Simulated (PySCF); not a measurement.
## Spin states of PbBr

Unrestricted PBE0; Pb cc-pVTZ-PP with ECP60, Br cc-pVTZ-PP with ECP10; scalar-relativistic core potentials (PySCF 2.14). Outer shells of the fragments: Pb 5d10 6s2 6p2; Br 3d10 4s2 4p5.

Followed along the bond (rough minima from three points):

```
2Ms+1   unpaired  ⟨S²⟩ at the start  R at minimum (Å)  Te (eV)
    2        π ↑               0.75              2.61     0.00
    4  σ ↑, π ↑↑               3.76  none in the scan   ≤ 3.44
```

Solutions found at the starting distance of 2.510 Å, counted from the lowest of them; the search is not exhaustive and high or unbound solutions are not listed, so other states can lie among these:

| 2Ms+1 | unpaired | term | E (eV) | ⟨S²⟩ | ⟨Lz²⟩ | μ (D) |
| --- | --- | --- | --- | --- | --- | --- |
| 2 | π ↑ | ²Π | 0.00 | 0.75 | 1.00 | -2.78 |
| 2 | σ ↑ | ²Σ⁺ | 2.35 | 0.75 | 0.00 | -1.80 |
| 4 | σ ↑, π ↑↑ | ⁴Σ⁻ | 3.68 | 3.76 | 0.00 | 0.26 |
| 2 | σ ↓, π ↑↑ | mixed | 4.08 | 1.76 | 0.00 | 0.70 |
| 4 | π ↑↑↑ | ⁴Π | 4.14 | 3.76 | 1.01 | 2.80 |
| 2 | π ↑↑↓ | mixed | 4.42 | 1.76 | 3.02 | 2.82 |
| 4 | σ ↑↑, π ↑ | ⁴Π | 5.54 | 3.75 | 1.00 | 1.02 |
| 4 | σ ↑, π ↑↑ | mixed | 5.94 | 3.76 | 2.01 | 3.09 |
| 4 | σ ↑, π ↑↑ | mixed | 6.09 | 3.76 | 2.01 | 3.10 |

A term symbol is given only where ⟨S²⟩ and ⟨Lz²⟩ are close to those of a pure state; real π, δ and φ orbitals otherwise mix terms. A positive dipole means Pb(−)Br(+).

These are scalar-relativistic numbers at best; spin–orbit coupling would shift them, the dissociation energy most. Counting both spins, an empty level lies below a filled one in some of these solutions, because spin and occupation are held.
